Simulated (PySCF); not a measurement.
Computed shifts of a molecule CH7ClO2Si2, PBE/pcSseg-1 (PySCF), GIAO, gas phase, equivalent atoms averaged, in ppm (number of nuclei): ¹³C: 3.6 (1). ²⁹Si: 4.3 (1), 0.1 (1). ¹H: 6.04 (1), 5.60 (1), 4.31 (1), 1.02 (1), 0.66 (3). References: ¹³C against TMS (σ = 182.0 ppm); ²⁹Si against TMS (σ = 335.4 ppm); ¹⁷O against H2O (σ = 334.3 ppm); ³⁵Cl against HCl (σ = 936.5 ppm); ¹H against TMS (σ = 31.49 ppm), references at their B3LYP-D3(BJ)/def2-TZVP geometries, non-relativistic (without spin–orbit terms, shifts of atoms bonded to Cl or Br come out too high). The structure is a stationary point at PBE0-D3(BJ)/def2-SVP. The values are those of a single conformer.

Q: Pick the molecule that these values belong to.
A) C[Si@@H](O)[Si@H](O)Cl
B) O[SiH](O)C[SiH2]Cl
C) CO[Si@@H](Cl)[SiH2]O
D) O[SiH2]OC[SiH2]Cl

A: A, C[Si@@H](O)[Si@H](O)Cl
